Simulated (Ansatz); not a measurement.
Computed with Ansatz on PBE0-D4/def2-TZVP structures; ΔE is electronic, products minus reactants. CCSD(T)/CBS is the MP2 limit (def2-TZVPP, def2-QZVPP) plus CCSD(T) − MP2 in def2-TZVPP, frozen cores. One conformer a species, not always the lowest.

Reaction (isomerisation): `[SiH3][SiH]1COC1` → `CC[Si]O[SiH3]`

| species | CCSD(T)/CBS(def2) energy (Eh) |
| --- | --- |
| `[SiH3][SiH]1COC1` | -734.18994 |
| `CC[Si]O[SiH3]` | -734.29002 |

Q: Work out ΔE.

A: ΔE = (-734.29002) − (-734.18994) = -0.10008 Eh = -62.8 kcal/mol.

Largest T1 diagnostic among the species: 0.013.

The D4 term adds −1.1 kcal/mol with B3LYP and −0.6 kcal/mol with PBE0; it sums over pairs of atoms, weighted by their polarisabilities, and B3LYP, whose exchange is more repulsive, gets the larger term. From r2SCAN to r2SCAN0 (25 % exact exchange), in def2-TZVPP and without D4, ΔE moves by −1.6 kcal/mol.

B3LYP here is the variant with VWN-RPA as its local correlation; programs differ in this.
